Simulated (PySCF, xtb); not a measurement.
CH8FNSi2, SMILES N[SiH2][SiH2]CF.

GFN2-xTB run with xtb 6.7.1 at its own geometry gives an orbital gap of 4.20 eV and a dipole moment of 1.60 D.

Geometry optimised at ωB97X-D3(BJ)/def2-SVP. The structure was generated by enumeration, and PubChem lists no compound with its InChIKey, so it may never have been made. Other conformers were not sampled.

Q: What does PBE/def2-TZVP in PySCF give? (An estimate is asked for; the answer gives what the named calculation found.)

A: gap 4.76 eV (levels -5.95 and -1.18 eV), dipole 0.87 D.
